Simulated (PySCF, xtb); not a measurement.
selenium dioxide (O₂Se), SMILES O=[Se]=O.

Geometry optimised at ωB97X-D3(BJ)/def2-TZVP.

Calculation: IEF-PCM-PBE0/def2-SVP run with PySCF.

The values are the electrostatic part of the solvation free energy, E(continuum) − E(gas) at the gas-phase geometry, in a cavity of scaled van der Waals radii (PySCF's table); cavitation and dispersion terms are not included. In vacuum the orbital gap is 5.16 eV. The dipole moment in vacuum is 2.80 D.

Computed values in water (ε = 78.36), diethylether (ε = 4.24), N,N-dimethylformamide (ε = 37.22):
```tsv
solvent	ε	ΔG(elec) (kcal/mol)	dipole (D)	gap (eV)
water	78.36	-6.9	3.46	5.32
diethylether	4.24	-4.7	3.25	5.27
N,N-dimethylformamide	37.22	-6.7	3.45	5.31
```

For comparison, GFN2-xTB/ALPB(water) (xtb, at the GFN2-xTB geometry, all terms of that model) gives -3.2 kcal/mol.
